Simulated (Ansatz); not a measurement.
Geometry optimisation, RKS PBE/def2-SVP in Ansatz.

Input file:

```yaml
crystal:
  periodic: [false, false, false]
  atoms:
    - { symbol: Ti, position_ang: [-0.041196, -0.118564, -0.030646] }
    - { symbol: F, position_ang: [-0.13931, -0.24557, 1.773367] }
    - { symbol: O, position_ang: [1.643614, -0.244919, -0.660232] }
    - { symbol: H, position_ang: [2.090923, -1.077722, -0.893458] }
    - { symbol: O, position_ang: [-0.83447, 1.370006, -0.668219] }
    - { symbol: H, position_ang: [-1.777742, 1.440158, -0.901516] }
    - { symbol: O, position_ang: [-0.984249, -1.559199, -0.534694] }
    - { symbol: H, position_ang: [-1.397453, -2.197761, 0.073032] }
    - { symbol: P, position_ang: [1.654348, 2.734178, 1.436405] }
    - { symbol: H, position_ang: [2.860577, 1.960892, 1.584232] }
    - { symbol: H, position_ang: [1.546352, 2.427012, 0.03782] }
    - { symbol: H, position_ang: [0.839106, 1.63809, 1.850307] }
basis:
  gaussian: { orbitals: def2-SVP }
hamiltonian:
  xc: pbe
relax:
  f_tol: 0.03
  max_steps: 50
output:
  orbitals: {}
```

Run as:

```bash
$ ansatz run input.yaml --threads 4 --pin off --max-ram 5120MiB --backend cpu --events-out ev --progress --plain --runs-dir out
```

Where does it end, and by what steps?

It converged. After 21 steps the energy has fallen by 0.138 eV; H11 moved furthest, 1.00 Å.

```
step  energy less start (eV)  largest force component (eV/Å)  accepted
   0                  0.0000                           0.562       yes
   1                 -0.0714                           0.397       yes
   2                 -0.0936                           0.105       yes
   3                 -0.0993                           0.103       yes
   4                 -0.1033                           0.106       yes
   5                 -0.1047                           0.210       yes
   6                 -0.1087                           0.294       yes
   7                 -0.1149                           0.109       yes
   8                 -0.1165                           0.433       yes
   9                 -0.1236                           0.128       yes
  10                 -0.1268                           0.146       yes
  11                 -0.1289                           0.142       yes
  12                 -0.1295                           0.099       yes
  13                 -0.1311                           0.077       yes
  14                 -0.1316                           0.056       yes
  15                 -0.1325                           0.058       yes
  16                 -0.1331                           0.143       yes
  17                 -0.1346                           0.061       yes
  18                 -0.1352                           0.034       yes
  19                 -0.1368                           0.142       yes
  20                 -0.1376                           0.075       yes
  21                 -0.1382                           0.012       yes
```

```xyz
12
Properties=species:S:1:pos:R:3
Ti -0.078 -0.269 -0.071
F -0.225 -0.226 1.698
O 1.649 -0.460 -0.547
H 2.117 -1.286 -0.762
O -0.691 1.274 -0.779
H -1.615 1.480 -1.004
O -1.059 -1.659 -0.619
H -1.601 -2.343 -0.194
P 2.031 2.861 1.603
H 2.682 1.845 0.815
H 0.997 3.033 0.614
H 1.255 1.876 2.313
```

Whether the end is a true minimum wasn't checked by a vibrational analysis.

Time of the run: 43 s on 4 threads of Arm Neoverse V2, on a shared host, peak memory 0.21 GiB.
